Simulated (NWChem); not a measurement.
hydrogen sulfate (HSO$_{4}$ anion); SMILES O=S(=O)([O-])O

```xyz
6

O     -0.6101     1.3333     0.5380
S      0.0419    -0.1456    -0.0387
O      1.0993     0.3388    -0.9769
O     -1.1145    -0.8135    -0.6806
O      0.5475    -0.8169     1.1823
H     -0.0481     1.9968     0.1164
```
Atoms are numbered in this order, from 1.

All runs: NWChem. Sets without diffuse functions describe the anion's extra electron poorly. Geometry: optimised at B3LYP/def2-SVPD. The highest occupied level is positive in some or all of these runs, so the extra electron may be held by the finite basis. Level PBE/def2-SVP: energy and gradient; each run changes one setting, and changes count from the defaults (medium grid, exact Coulomb integrals, symmetry on).

| setting | size of the energy change (μHa) | largest change of a gradient component (μHa/bohr) |
|---|---|---|
| defaults | < 10 | < 30 |
| symmetry off | < 10 | other frame |
| tight SCF thresholds and tolerances | < 10 | < 30 |
| Becke weights | < 10 | < 30 |
| coarse grid | 20 | 90 |
